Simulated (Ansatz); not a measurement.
Steps of a relaxation of C$_{2}$H$_{7}$GeNO, SMILES `C=N[CH](O)[GeH3]` with RKS PBE-D4/def2-SVP.

```sh
$ ansatz run in.yaml --threads 4 --pin off --events-out ev --progress --plain --max-ram 10444MiB
```

```yaml
crystal:
  periodic: [false, false, false]
  atoms:
    - {symbol: C, position_ang: [-0.908300, 1.277100, 1.545600]}
    - {symbol: N, position_ang: [-0.534000, 0.249800, 0.960300]}
    - {symbol: C, position_ang: [0.236800, 0.292100, -0.257800]}
    - {symbol: O, position_ang: [-0.396300, 0.831300, -1.315500]}
    - {symbol: Ge, position_ang: [0.877400, -1.519900, -0.693600]}
    - {symbol: H, position_ang: [-0.729300, 2.320800, 1.128600]}
    - {symbol: H, position_ang: [-1.527000, 1.248700, 2.439700]}
    - {symbol: H, position_ang: [1.207900, 0.938300, -0.083900]}
    - {symbol: H, position_ang: [-1.267400, 0.261700, -1.381300]}
    - {symbol: H, position_ang: [-0.351800, -2.425000, -0.889100]}
    - {symbol: H, position_ang: [1.705600, -2.068500, 0.522900]}
    - {symbol: H, position_ang: [1.763400, -1.461600, -1.941900]}
basis:
  gaussian: {orbitals: def2-SVP}
hamiltonian: {xc: pbe, dispersion: d4}
relax: {f_tol: 0.03, max_steps: 200}
```

Positions (Å) and forces (eV/Å) along the path, 11 of 24 steps:

```xyz
12
step=1 energy=-62214.7442 eV
C    -0.908    1.277    1.546   -0.402    2.804   -0.361
N    -0.534    0.250    0.960    0.273   -2.512    0.002
C     0.237    0.292   -0.258    3.193    0.356    1.499
O    -0.396    0.831   -1.315   -3.679   -0.229   -1.864
Ge    0.877   -1.520   -0.694    0.420   -0.444    0.857
H    -0.729    2.321    1.129    0.110   -0.298    0.275
H    -1.527    1.249    2.440   -0.355   -0.232    0.700
H     1.208    0.938   -0.084   -1.215   -0.685   -0.153
H    -1.267    0.262   -1.381    1.801    1.460   -0.232
H    -0.352   -2.425   -0.889   -0.193   -0.142   -0.166
H     1.706   -2.068    0.523   -0.089   -0.020   -0.252
H     1.763   -1.462   -1.942    0.135   -0.057   -0.304
12
step=11 energy=-62215.2286 eV
C    -0.802    1.300    1.604    0.042   -0.258   -0.196
N    -0.771    0.260    0.850    0.035    0.561    0.155
C     0.121    0.327   -0.306   -0.032    0.043    0.044
O    -0.609    0.719   -1.454   -0.022   -0.130   -0.037
Ge    0.928   -1.484   -0.614   -0.015   -0.042   -0.011
H    -0.177    2.225    1.434   -0.097   -0.330    0.045
H    -1.500    1.317    2.466    0.056    0.021   -0.012
H     0.918    1.099   -0.178   -0.007    0.030   -0.046
H    -1.336    0.069   -1.558    0.026    0.052    0.008
H    -0.259   -2.395   -1.043    0.033    0.013    0.017
H     1.630   -2.095    0.629   -0.016    0.028    0.002
H     1.934   -1.398   -1.795   -0.003    0.013    0.030
12
step=12 energy=-62215.2572 eV
C    -0.777    1.286    1.614    0.247   -0.202   -0.100
N    -0.830    0.304    0.784    0.086    0.729    0.236
C     0.083    0.348   -0.348   -0.022   -0.027    0.027
O    -0.631    0.683   -1.524   -0.005   -0.134   -0.010
Ge    0.921   -1.467   -0.591   -0.021    0.003   -0.038
H    -0.035    2.152    1.550   -0.398   -0.554   -0.057
H    -1.485    1.297    2.471    0.090    0.043   -0.079
H     0.874    1.131   -0.233   -0.024    0.006   -0.051
H    -1.371    0.043   -1.584    0.038    0.068   -0.004
H    -0.236   -2.407   -1.044    0.049    0.037    0.027
H     1.599   -2.052    0.679   -0.018    0.034    0.011
H     1.964   -1.371   -1.740   -0.022   -0.001    0.038
12
step=13 energy=-62215.2529 eV rejected
C    -0.704    1.221    1.658   -0.475   -0.233   -1.018
N    -0.890    0.340    0.719    0.628    1.164    0.873
C     0.042    0.370   -0.395   -0.105   -0.009   -0.035
O    -0.652    0.663   -1.598    0.012   -0.177    0.102
Ge    0.915   -1.441   -0.566   -0.042   -0.006   -0.015
H     0.085    2.049    1.633   -0.366   -0.755    0.010
H    -1.469    1.277    2.464    0.310   -0.094    0.083
H     0.826    1.162   -0.291   -0.038   -0.024   -0.036
H    -1.410    0.040   -1.629    0.077    0.084   -0.001
H    -0.216   -2.407   -1.023    0.051    0.013    0.025
H     1.557   -1.967    0.750   -0.023    0.038   -0.037
H     1.991   -1.361   -1.686   -0.029    0.000    0.049
12
step=15 energy=-62215.3074 eV
C    -0.742    1.241    1.633    0.055   -0.292   -0.087
N    -0.892    0.358    0.713    0.099    0.403    0.169
C     0.041    0.377   -0.397   -0.058    0.027    0.020
O    -0.630    0.659   -1.610   -0.058   -0.091    0.011
Ge    0.906   -1.438   -0.559   -0.006    0.007    0.028
H     0.071    2.015    1.623   -0.076   -0.117   -0.028
H    -1.427    1.251    2.508    0.022   -0.022   -0.135
H     0.828    1.165   -0.295    0.007    0.006   -0.007
H    -1.394    0.046   -1.644    0.021    0.039   -0.007
H    -0.218   -2.412   -1.010    0.008    0.011    0.019
H     1.558   -1.958    0.752   -0.014    0.019    0.007
H     1.976   -1.361   -1.680    0.001    0.010    0.011
12
step=16 energy=-62215.3300 eV
C    -0.712    1.200    1.641    0.031    0.046    0.126
N    -0.897    0.410    0.655   -0.045    0.140    0.019
C     0.034    0.410   -0.443   -0.058   -0.157   -0.018
O    -0.644    0.629   -1.665   -0.006   -0.055    0.023
Ge    0.895   -1.413   -0.535    0.022    0.024    0.002
H     0.144    1.920    1.713   -0.029   -0.092   -0.042
H    -1.429    1.202    2.491    0.058   -0.056   -0.098
H     0.832    1.189   -0.375   -0.027    0.090    0.008
H    -1.421    0.031   -1.638    0.023    0.070   -0.034
H    -0.223   -2.398   -0.975    0.016    0.010    0.005
H     1.518   -1.898    0.805    0.006    0.024   -0.010
H     1.981   -1.338   -1.641    0.009   -0.045    0.018
12
step=18 energy=-62215.3522 eV
C    -0.672    1.131    1.644    0.098    0.064    0.031
N    -0.947    0.470    0.584    0.033    0.135    0.047
C    -0.006    0.439   -0.499    0.008   -0.018   -0.097
O    -0.653    0.627   -1.744   -0.071   -0.103    0.077
Ge    0.881   -1.380   -0.501    0.038    0.071    0.025
H     0.276    1.720    1.788   -0.184   -0.129   -0.056
H    -1.398    1.142    2.482    0.033   -0.034   -0.005
H     0.784    1.229   -0.436    0.000   -0.035    0.009
H    -1.467    0.081   -1.694    0.071    0.071   -0.028
H    -0.209   -2.414   -0.892    0.029    0.011    0.009
H     1.491   -1.742    0.885   -0.015   -0.003   -0.041
H     1.996   -1.358   -1.583   -0.040   -0.030    0.027
12
step=20 energy=-62215.3559 eV
C    -0.674    1.128    1.640    0.027   -0.088    0.091
N    -0.954    0.487    0.571   -0.003    0.048   -0.068
C    -0.008    0.446   -0.509   -0.023   -0.002   -0.033
O    -0.649    0.618   -1.758    0.033    0.005    0.036
Ge    0.883   -1.367   -0.489    0.006   -0.034   -0.018
H     0.281    1.688    1.795   -0.004    0.022   -0.020
H    -1.392    1.119    2.483   -0.015    0.021   -0.007
H     0.785    1.232   -0.448   -0.004    0.005   -0.008
H    -1.480    0.103   -1.697   -0.008   -0.011    0.005
H    -0.200   -2.412   -0.870   -0.004    0.006    0.013
H     1.497   -1.730    0.894   -0.001    0.024   -0.007
H     1.987   -1.369   -1.579   -0.004    0.003    0.016
12
step=22 energy=-62215.3599 eV
C    -0.663    1.083    1.646    0.006    0.000   -0.046
N    -0.965    0.526    0.536    0.008   -0.020    0.005
C    -0.014    0.466   -0.537   -0.002    0.034    0.072
O    -0.640    0.625   -1.792    0.000    0.005   -0.018
Ge    0.875   -1.348   -0.475   -0.003   -0.013   -0.001
H     0.316    1.585    1.844    0.005   -0.019   -0.012
H    -1.399    1.080    2.473   -0.016   -0.001    0.008
H     0.783    1.246   -0.476    0.019    0.021   -0.015
H    -1.472    0.114   -1.732   -0.022   -0.002    0.000
H    -0.217   -2.407   -0.779    0.006    0.000    0.004
H     1.517   -1.632    0.913    0.003    0.001   -0.005
H     1.957   -1.393   -1.586   -0.003   -0.005    0.008
12
step=23 energy=-62215.3604 eV
C    -0.662    1.074    1.643   -0.005   -0.025   -0.041
N    -0.969    0.530    0.528    0.028    0.017    0.018
C    -0.015    0.471   -0.543   -0.010    0.005    0.041
O    -0.639    0.625   -1.799    0.002    0.018   -0.027
Ge    0.874   -1.342   -0.471    0.002   -0.022    0.002
H     0.325    1.557    1.849   -0.003   -0.005   -0.010
H    -1.399    1.071    2.469   -0.013    0.004    0.010
H     0.782    1.252   -0.483    0.001    0.004   -0.008
H    -1.480    0.129   -1.734   -0.007   -0.004    0.012
H    -0.217   -2.408   -0.759    0.005    0.007    0.004
H     1.521   -1.613    0.918    0.001    0.002   -0.004
H     1.954   -1.401   -1.583    0.000   -0.001    0.000
12
step=24 energy=-62215.3606 eV
C    -0.662    1.067    1.642   -0.016   -0.007   -0.021
N    -0.971    0.533    0.523    0.029    0.014    0.007
C    -0.015    0.473   -0.546   -0.007   -0.002    0.022
O    -0.637    0.626   -1.803   -0.002    0.012   -0.024
Ge    0.875   -1.340   -0.468   -0.003   -0.017   -0.001
H     0.328    1.542    1.852   -0.002   -0.004   -0.004
H    -1.402    1.066    2.465   -0.004    0.000    0.009
H     0.782    1.255   -0.486   -0.004   -0.001   -0.002
H    -1.483    0.138   -1.736    0.003   -0.002    0.014
H    -0.218   -2.407   -0.745    0.006    0.005    0.003
H     1.528   -1.601    0.920    0.000    0.002   -0.004
H     1.950   -1.407   -1.584    0.000    0.000    0.000
```

Run time 26 s (4 threads of an Intel Xeon Platinum 8488C on a shared host); peak host memory 0.2 GiB.
